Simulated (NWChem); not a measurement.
boric acid (H₃BO₃); SMILES OB(O)O

```xyz
7

O     -0.9601     0.9994     0.0000
B     -0.0379     0.0018     0.0000
O      1.2931     0.3441     0.0000
O     -0.5147    -1.2776     0.0000
H     -0.5347     1.8615     0.0000
H      1.9080    -0.3925     0.0000
H      0.1585    -1.9602     0.0000
```
Atoms are numbered in this order, from 1.

Results from NWChem. Pople sets run with spherical d functions. The geometry was optimised at PBE0/def2-SVP. GIAO values for the isolated, static molecule; σ is the absolute isotropic shielding.

Q: Order these by “σ O3 (ppm)”, lowest first: Hartree-Fock/def2-SVP; Hartree-Fock/6-311G**; Hartree-Fock/def2-TZVP; Hartree-Fock/6-31G*.

A: Hartree-Fock/def2-TZVP (267.7), Hartree-Fock/6-311G** (273.6), Hartree-Fock/6-31G* (278.6), Hartree-Fock/def2-SVP (286.7)
